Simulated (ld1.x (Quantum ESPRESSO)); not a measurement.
**u(r) = r·R(r): atom against pseudo-atom (sulfur)**

Columns: radius, all-electron u(r) and pseudo u(r) of the 3s shell (level -17.19 eV) of sulfur in the configuration [Ne] 3s2 3p4; PBEsol, scalar-relativistic, TM semilocal scheme, ld1.x (Quantum ESPRESSO) 7.5.

| r (bohr) | all-electron | pseudo |
| --- | --- | --- |
| 0.080 | 0.1705 | 0.0428 |
| 0.160 | -0.1158 | 0.0851 |
| 0.240 | -0.3355 | 0.1263 |
| 0.320 | -0.4079 | 0.1662 |
| 0.400 | -0.3615 | 0.2051 |
| 0.480 | -0.2415 | 0.2442 |
| 0.560 | -0.0851 | 0.2859 |
| 0.640 | 0.0813 | 0.3333 |
| 0.720 | 0.2415 | 0.3898 |
| 0.800 | 0.3859 | 0.4577 |
| 0.880 | 0.5101 | 0.5358 |
| 0.960 | 0.6128 | 0.6182 |
| 1.040 | 0.6943 | 0.6946 |
| 1.120 | 0.7556 | 0.7556 |
| 1.200 | 0.7987 | 0.7987 |
| 1.280 | 0.8256 | 0.8256 |
| 1.360 | 0.8387 | 0.8387 |
| 1.440 | 0.8402 | 0.8402 |
| 1.520 | 0.8321 | 0.8321 |
| 1.600 | 0.8164 | 0.8164 |
| 1.680 | 0.7946 | 0.7946 |
| 1.760 | 0.7683 | 0.7683 |
| 1.840 | 0.7386 | 0.7386 |
| 1.920 | 0.7066 | 0.7066 |
| 2.000 | 0.6730 | 0.6730 |
| 2.080 | 0.6387 | 0.6387 |

(1) How many radial nodes do the two functions have?

(2) At about which radius was the pseudo-wave matched?

(3) Is the pseudo-wave norm-conserving?

## Answers

(1) The all-electron 3s function has n − l − 1 = 2; the pseudo-wave has 0, since the states of the same l below it are removed with the core.

(2) 1.15 bohr. The columns agree to 0.0005 from 1.04 bohr on; several derivatives are matched, so the curves merge somewhat inside the radius.

(3) Yes: the TM semilocal scheme keeps the norm inside the radius equal to the all-electron one, which fixes the energy derivative of the logarithmic derivative at the level.
